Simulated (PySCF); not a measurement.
Compound: (Cl2Al-mu-PH2)2.
Structure used (PBE0-D3(BJ)/def2-SVP), in Å, numbered top down from 1:
```
atom  x, y, z in Å
Al1   -1.6429   -0.1561   -0.6042
Cl2   -2.6656    1.5999   -1.1737
Cl3   -2.5259   -2.0669   -0.7266
P4    -0.5761    0.1554    1.5497
Al5    1.6579    0.1492    0.6102
Cl6    2.7326   -1.5649    1.2105
Cl7    2.4909    2.0852    0.6967
P8     0.5937   -0.1912   -1.5403
H9    -0.9421    1.3308    2.2457
H10   -0.8334   -0.8576    2.5023
H11    0.8679    0.8107   -2.5005
H12    0.9585   -1.3773   -2.2189
```

The calculation used PySCF, PBE0-D3(BJ)/def2-SVP geometry optimisation, gas phase.

Take the most abundant isotopes and a rigid rotor. The values belong to one conformer.

Problem. Give the principal moments of inertia and the rotational constants in MHz.

Solution. Ia = 679.36, Ib = 1448.88, Ic = 1734.15 u·Å²; 505379 MHz·u·Å²/I gives A = 743.9, B = 348.8, C = 291.4 MHz.

Problem. What kind of rotor is it?

Solution. An asymmetric top; Ray's κ = -0.746.

Problem. Is it planar, by Δ = Ic − Ia − Ib?

Solution. Not planar: Δ = Ic − Ia − Ib = -394.09 u·Å². For a rigid frame Δ = −2 Σ m c², so Σ m c² = 197.05 u·Å² lies off the ab plane: 26.12 from hydrogen and 170.92 from heavier atoms. The atom farthest from that plane is 2.56 Å away.

Problem. Give the other two planar moments, Paa and Pbb, and the rms extents of the mass along the axes.

Solution. Paa = Σ m a² = (Ib + Ic − Ia)/2 = 1251.84 and Pbb = Σ m b² = (Ia + Ic − Ib)/2 = 482.31 u·Å². With the mass M = 259.82 u, the rms extents √(P/M) along a, b and c are 2.20, 1.36, 0.87 Å.

Problem. Which types of transition are allowed, and where do some lines up to J = 5 fall?

Solution. The dipole components are |μa| = 0.02 D, |μb| = 0.10 D, |μc| = 0.00 D. Intensities carry the squares of the components, which stand as 0.03 : 1.00 : 0.00 (a : b : c). Some lines, for components of 0.1 D or more:

| type | branch | J(Ka,Kc) | MHz | lower level (cm⁻¹) |
| --- | --- | --- | --- | --- |
| b | Q | 1(1,0) ← 1(0,1) | 452 | 0.021 |
| b | Q | 2(1,1) ← 2(0,2) | 516 | 0.064 |
| b | Q | 4(1,3) ← 4(0,4) | 778 | 0.211 |
| b | R | 3(1,2) ← 2(2,1) | 818 | 0.121 |
| b | Q | 5(1,4) ← 5(0,5) | 993 | 0.314 |
| b | Q | 4(2,2) ← 4(1,3) | 1080 | 0.237 |
| b | R | 5(2,3) ← 4(3,2) | 1236 | 0.341 |
| b | Q | 2(2,1) ← 2(1,2) | 1357 | 0.075 |
| b | Q | 3(2,2) ← 3(1,3) | 1447 | 0.136 |
| b | Q | 4(2,3) ← 4(1,4) | 1568 | 0.218 |
| b | Q | 5(2,4) ← 5(1,5) | 1720 | 0.319 |
| b | Q | 4(3,1) ← 4(2,2) | 2057 | 0.273 |
| b | Q | 4(3,2) ← 4(2,3) | 2138 | 0.270 |
| b | R | 3(1,3) ← 2(0,2) | 2175 | 0.064 |
| b | R | 4(0,4) ← 3(1,3) | 2229 | 0.136 |
| b | R | 5(1,4) ← 4(2,3) | 2319 | 0.270 |
| b | R | 2(2,0) ← 1(1,1) | 2586 | 0.035 |
| b | R | 4(1,4) ← 3(0,3) | 2712 | 0.127 |
| b | R | 5(0,5) ← 4(1,4) | 2893 | 0.218 |
| b | R | 3(2,1) ← 2(1,2) | 3307 | 0.075 |
| b | R | 4(2,3) ← 3(1,2) | 3659 | 0.148 |
| b | R | 3(3,1) ← 2(2,0) | 4037 | 0.121 |
| b | R | 3(3,0) ← 2(2,1) | 4043 | 0.121 |
| b | R | 4(2,2) ← 3(1,3) | 4087 | 0.136 |
| b | R | 5(2,4) ← 4(1,3) | 4185 | 0.237 |
| b | R | 4(3,2) ← 3(2,1) | 4665 | 0.186 |
| b | R | 5(4,1) ← 4(3,2) | 6171 | 0.341 |
| b | R | 5(5,0) ← 4(4,1) | 7016 | 0.440 |

Stationary, but not proved a minimum. No vibrational averaging or centrifugal distortion is included, and the geometry carries the error of its method. Quadrupole hyperfine structure (27Al, 35Cl) is left out.
